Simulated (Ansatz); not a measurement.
`FC[SiH2][InH2]` → `C[SiH](F)[InH2]`  (isomerisation)

Computed with Ansatz on PBE0-D4/def2-TZVP structures; ΔE is electronic, products minus reactants. CBS: MP2 limit from def2 TZ/QZ plus the TZ coupled-cluster correction, frozen cores. DFT in def2-TZVPP. Elements past krypton have def2 core potentials. For In outer-core shells are correlated without core-valence functions, which leaves a few kJ/mol of doubt a bond. Each species was taken in one conformer, which may not be the lowest.

CCSD(T)/CBS gives -55.8 kcal/mol.

Problem. Another level gave -51.9 kcal/mol. Which?
A. HF/def2-TZVPP
B. PBE0-D4/def2-TZVPP
C. PBE-D4/def2-TZVPP
D. CAM-B3LYP/def2-TZVPP

Solution. C. PBE-D4 -51.9, CAM-B3LYP -54.9, PBE0-D4 -53.7, HF/def2-TZVPP -56.9 kcal/mol.

Problem. What do rigid-rotor, harmonic-oscillator terms from PBE0-D4/def2-TZVP frequencies (298.15 K, 1 bar) make of the CCSD(T)/CBS value? (An estimate is asked.)

Solution. Ansatz gave: ΔZPE = +0.9 kcal/mol, ΔH = -54.6 kcal/mol, ΔS = 1 J/(mol·K), ΔG = -54.7 kcal/mol. Modes under 50 cm⁻¹ make the entropy rough.

Largest T1 diagnostic among the species: 0.014.

From r2SCAN to r2SCAN0 (25 % exact exchange), in def2-TZVPP and without D4, ΔE moves by −1.1 kcal/mol. At CCSD(T), def2-SVP lies +8.0 kcal/mol from the extrapolated value and def2-TZVPP +0.9 kcal/mol. Leaving LDA and LC-ωPBE aside and taking each functional with its dispersion term where it has one, the values, not all of them listed here, spread over 4.4 kcal/mol, from PBE-QIDH to revPBE-D4.

CCSD(T)/CBS has its own doubt, a few kJ/mol and more with outer-core shells, so smaller differences from it don't rank the levels.
